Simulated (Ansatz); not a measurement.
Cost and result up the ladder for (H3Sn)2NH (Sn2NH7) (10 atoms). Charge 0, multiplicity 1. Geometry: r2SCAN-D4/def2-SVP.

Cartesian coordinates in Å:
```
Sn 0.0199 0.0590 1.8211
H 0.0266 1.7479 2.1693
H -1.5835 -0.5391 1.8480
H 1.0339 -0.7624 2.9332
N 0.7270 -0.3686 -0.0517
Sn -0.2799 -0.0324 -1.8015
H -0.2045 1.6133 -2.3103
H 0.4276 -1.0343 -3.0002
H -1.8995 -0.4764 -1.4705
H 1.7325 -0.2070 -0.1375
```

Ansatz on 4 threads of Intel Xeon on a shared host. Times are rough, and most runs start from the orbitals of an earlier one. ωB97M-V/def2-TZVP serves as the yardstick here, not as an exact answer. Differences are given only for rows in sets of like size (and for xTB, whose basis is part of the method), since another set adds its own error. Binding counts from free atoms at the same level (Sn triplet, H doublet, N quartet; other spins of the atoms weren't run), without zero-point energy or a counterpoise term.

In the def2 sets Sn takes a core potential, while STO-3G treats all electrons; there is no spin–orbit coupling. Correlated methods freeze 9 core orbitals; core or outer-core shells of Sn are correlated, in sets that lack core-valence functions.

Correlated methods converge slowly with the basis.

```
                          level  functions  wall time
                PBE-D4/def2-SVP        101      2.8 s
                      HF/STO-3G         66      3.1 s
            revPBE-D4/def2-TZVP        173      4.1 s
               PBE0-D4/def2-SVP        101      5.5 s
            r2SCAN-D4/def2-TZVP        173        6 s
              PBE-D4/def2-TZVPD        212      6.5 s
         CAM-B3LYP-D4/def2-TZVP        173        7 s
           r2SCAN0-D4/def2-TZVP        173        8 s
PBE0-D4/def2-TZVP (with forces)        173      8.5 s
             PBE0-D4/def2-TZVPD        212      8.5 s
           r2SCAN-D4/def2-TZVPD        212       10 s
              ωB97X-V/def2-TZVP        173       14 s
              ωB97M-V/def2-TZVP        173       15 s
              CCSD(T)/def2-TZVP        173    1.7 min
```

**Question.** Estimate what each level gives for the binding energy per atom (eV).

**Answer.** 
```json
{"level": "PBE-D4/def2-SVP", "binding energy per atom (eV)": "2.50", "difference from ωB97M-V/def2-TZVP (eV)": "–"}
{"level": "HF/STO-3G", "binding energy per atom (eV)": "2.80", "difference from ωB97M-V/def2-TZVP (eV)": "–"}
{"level": "revPBE-D4/def2-TZVP", "binding energy per atom (eV)": "2.47", "difference from ωB97M-V/def2-TZVP (eV)": "-0.08"}
{"level": "PBE0-D4/def2-SVP", "binding energy per atom (eV)": "2.46", "difference from ωB97M-V/def2-TZVP (eV)": "–"}
{"level": "r2SCAN-D4/def2-TZVP", "binding energy per atom (eV)": "2.52", "difference from ωB97M-V/def2-TZVP (eV)": "-0.03"}
{"level": "PBE-D4/def2-TZVPD", "binding energy per atom (eV)": "2.53", "difference from ωB97M-V/def2-TZVP (eV)": "-0.02"}
{"level": "CAM-B3LYP-D4/def2-TZVP", "binding energy per atom (eV)": "2.56", "difference from ωB97M-V/def2-TZVP (eV)": "0.02"}
{"level": "r2SCAN0-D4/def2-TZVP", "binding energy per atom (eV)": "2.48", "difference from ωB97M-V/def2-TZVP (eV)": "-0.06"}
{"level": "PBE0-D4/def2-TZVP (with forces)", "binding energy per atom (eV)": "2.49", "difference from ωB97M-V/def2-TZVP (eV)": "-0.05"}
{"level": "PBE0-D4/def2-TZVPD", "binding energy per atom (eV)": "2.50", "difference from ωB97M-V/def2-TZVP (eV)": "-0.05"}
{"level": "r2SCAN-D4/def2-TZVPD", "binding energy per atom (eV)": "2.52", "difference from ωB97M-V/def2-TZVP (eV)": "-0.03"}
{"level": "ωB97X-V/def2-TZVP", "binding energy per atom (eV)": "2.59", "difference from ωB97M-V/def2-TZVP (eV)": "0.04"}
{"level": "ωB97M-V/def2-TZVP", "binding energy per atom (eV)": "2.55", "difference from ωB97M-V/def2-TZVP (eV)": "0.00"}
{"level": "CCSD(T)/def2-TZVP", "binding energy per atom (eV)": "2.44", "difference from ωB97M-V/def2-TZVP (eV)": "-0.11"}
```
